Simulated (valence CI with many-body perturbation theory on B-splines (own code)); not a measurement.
## Energy levels of Cl XII

Calculated by valence CI with perturbative core correlation (CI+MBPT): four valence electrons over a frozen Dirac-Fock core [He], radial functions for each j: 11 s, 11 p, 9 d, 7 f, 5 g, 2 h, 1 i, with the one-electron correlation potential Σ1, the two-electron term Σ2, the three-electron term Σ3, Breit, model QED; selected CI, second order for the rest, scaled by the run's own slope (own B-spline code, finite nucleus).

No measured spectrum was set against this ion. As an estimate, levels of excited configurations hold to 0.05 to 0.15 % of their energy, terms of the ground configuration to about 0.5 %. Among the levels kept, up to 260 cm⁻¹ of a level comes from second order outside the variational space, and about a tenth of that is noise between levels of different J, which matters for small intervals.

Levels 1 to 45 of 82, with energies above the lowest level, 2s²2p² ³P_0. "Leading %" is the weight of the configuration and term that name the level; weights of strongly mixed levels are sums over their largest components and can fall short. In the jj column 3d3/2^4 stands for four electrons in 3d with j = 3/2.

| No. | Configuration | Term | J | E (cm⁻¹) | Leading % | Second component | g | Leading jj |
| --- | --- | --- | --- | --- | --- | --- | --- | --- |
| 1 | 2s²2p² | ³P | 0 | 0 | 97 |  |  | 2s^2 2p1/2^2 (75 %) |
| 2 | 2s²2p² | ³P | 1 | 7221 | 98 |  | 1.500 | 2s^2 2p1/2 2p3/2 (98 %) |
| 3 | 2s²2p² | ³P | 2 | 16606 | 97 |  | 1.490 | 2s^2 2p3/2^2 (53 %) |
| 4 | 2s²2p² | ¹D | 2 | 75636 | 97 |  | 1.008 | 2s^2 2p1/2 2p3/2 (53 %) |
| 5 | 2s²2p² | ¹S | 0 | 147130 | 94 | 5 % 2p⁴ ¹S |  | 2s^2 2p3/2^2 (73 %) |
| 6 | 2s2p³ | ⁵S° | 2 | 205970 | 100 |  | 2.000 | 2s 2p1/2 2p3/2^2 (55 %) |
| 7 | 2s2p³ | ³D° | 2 | 388230 | 98 |  | 1.172 | 2s 2p1/2 2p3/2^2 (66 %) |
| 8 | 2s2p³ | ³D° | 1 | 388640 | 98 |  | 0.510 | 2s 2p1/2 2p3/2^2 (44 %) |
| 9 | 2s2p³ | ³D° | 3 | 388890 | 100 |  | 1.333 | 2s 2p1/2 2p3/2^2 (100 %) |
| 10 | 2s2p³ | ³P° | 0 | 455520 | 100 |  |  | 2s 2p1/2 2p3/2^2 (100 %) |
| 11 | 2s2p³ | ³P° | 1 | 455680 | 98 |  | 1.489 | 2s 2p1/2 2p3/2^2 (67 %) |
| 12 | 2s2p³ | ³P° | 2 | 456420 | 97 |  | 1.492 | 2s 2p3/2^3 (57 %) |
| 13 | 2s2p³ | ¹D° | 2 | 577440 | 99 |  | 1.001 | 2s 2p1/2 2p3/2^2 (77 %) |
| 14 | 2s2p³ | ³S° | 1 | 581500 | 97 |  | 1.979 | 2s 2p1/2 2p3/2^2 (56 %) |
| 15 | 2s2p³ | ¹P° | 1 | 645020 | 97 |  | 1.018 | 2s 2p3/2^3 (44 %) |
| 16 | 2p⁴ | ³P | 2 | 882730 | 97 |  | 1.493 | 2p1/2^2 2p3/2^2 (76 %) |
| 17 | 2p⁴ | ³P | 1 | 894620 | 98 |  | 1.500 | 2p1/2 2p3/2^3 (98 %) |
| 18 | 2p⁴ | ³P | 0 | 898540 | 98 |  |  | 2p3/2^4 (57 %) |
| 19 | 2p⁴ | ¹D | 2 | 946190 | 97 |  | 1.005 | 2p1/2 2p3/2^3 (76 %) |
| 20 | 2p⁴ | ¹S | 0 | 1073800 | 94 | 5 % 2s²2p² ¹S |  | 2p1/2^2 2p3/2^2 (55 %) |
| 21 | 2s²2p3s | ³P° | 0 | 2711800 | 95 |  |  | 2s^2 2p1/2 3s (95 %) |
| 22 | 2s²2p3s | ³P° | 1 | 2715000 | 87 | 8 % 2s²2p3s ¹P° | 1.458 | 2s^2 2p1/2 3s (86 %) |
| 23 | 2s²2p3s | ³P° | 2 | 2728900 | 95 |  | 1.500 | 2s^2 2p3/2 3s (95 %) |
| 24 | 2s²2p3s | ¹P° | 1 | 2744300 | 88 | 8 % 2s²2p3s ³P° | 1.040 | 2s^2 2p3/2 3s (86 %) |
| 25 | 2s²2p3p | ¹P | 1 | 2811300 | 57 | 36 % 2s²2p3p ³D | 0.830 | 2s^2 2p1/2 3p1/2 (81 %) |
| 26 | 2s²2p3p | ³D | 1 | 2823600 | 57 | 31 % 2s²2p3p ¹P | 0.761 | 2s^2 2p1/2 3p3/2 (42 %) |
| 27 | 2s²2p3p | ³D | 2 | 2825500 | 93 |  | 1.170 | 2s^2 2p1/2 3p3/2 (62 %) |
| 28 | 2s²2p3p | ³D | 3 | 2837200 | 95 |  | 1.333 | 2s^2 2p3/2 3p3/2 (95 %) |
| 29 | 2s²2p3p | ³S | 1 | 2843200 | 66 | 19 % 2s²2p3p ³P | 1.791 | 2s^2 2p3/2 3p3/2 (54 %) |
| 30 | 2s²2p3p | ³P | 0 | 2844900 | 87 | 7 % 2s2p²3s ³P |  | 2s^2 2p1/2 3p1/2 (69 %) |
| 31 | 2s²2p3p | ³P | 1 | 2852800 | 66 | 23 % 2s²2p3p ³S | 1.616 | 2s^2 2p3/2 3p1/2 (74 %) |
| 32 | 2s²2p3p | ³P | 2 | 2856500 | 85 | 7 % 2s2p²3s ³P | 1.483 | 2s^2 2p3/2 3p3/2 (45 %) |
| 33 | 2s²2p3p | ¹D | 2 | 2887200 | 93 |  | 1.011 | 2s^2 2p3/2 3p3/2 (45 %) |
| 34 | 2s²2p3p | ¹S | 0 | 2924600 | 94 |  |  | 2s^2 2p3/2 3p3/2 (73 %) |
| 35 | 2s2p²3s | ⁵P | 1 | 2926600 | 99 |  | 2.499 | 2s 2p1/2^2 3s (41 %) |
| 36 | 2s2p²3s | ⁵P | 2 | 2932700 | 99 |  | 1.833 | 2s 2p1/2 2p3/2 3s (85 %) |
| 37 | 2s²2p3d | ³F° | 2 | 2936400 | 71 | 24 % 2s²2p3d ¹D° | 0.754 | 2s^2 2p1/2 3d3/2 (94 %) |
| 38 | 2s2p²3s | ⁵P | 3 | 2940700 | 99 |  | 1.666 | 2s 2p3/2^2 3s (61 %) |
| 39 | 2s²2p3d | ³F° | 3 | 2944400 | 92 |  | 1.091 | 2s^2 2p1/2 3d5/2 (62 %) |
| 40 | 2s²2p3d | ¹D° | 2 | 2947900 | 65 | 21 % 2s²2p3d ³F° | 0.960 | 2s^2 2p1/2 3d5/2 (44 %) |
| 41 | 2s²2p3d | ³F° | 4 | 2954200 | 96 |  | 1.250 | 2s^2 2p3/2 3d5/2 (96 %) |
| 42 | 2s²2p3d | ³D° | 1 | 2964800 | 81 | 11 % 2s²2p3d ³P° | 0.635 | 2s^2 2p1/2 3d3/2 (77 %) |
| 43 | 2s²2p3d | ³D° | 2 | 2967700 | 61 | 25 % 2s²2p3d ³P° | 1.228 | 2s^2 2p1/2 3d5/2 (48 %) |
| 44 | 2s²2p3d | ³D° | 3 | 2974200 | 91 |  | 1.320 | 2s^2 2p3/2 3d5/2 (62 %) |
| 45 | 2s²2p3d | ³P° | 2 | 2979900 | 65 | 30 % 2s²2p3d ³D° | 1.390 | 2s^2 2p3/2 3d5/2 (54 %) |

Names give the largest LS component (configuration and term), which can be under half, so a name can repeat, a term be missing and a line seem to break the LS rules; names also repeat where a configuration has a term twice.

The ionisation energy to 2s²2p ²P°1/2 of the next ion comes out as 591.9 eV (NIST: 591.58 ± 0.19 eV (semi-empirical)). All 82 levels together are meant to be complete up to 3180900 cm⁻¹.
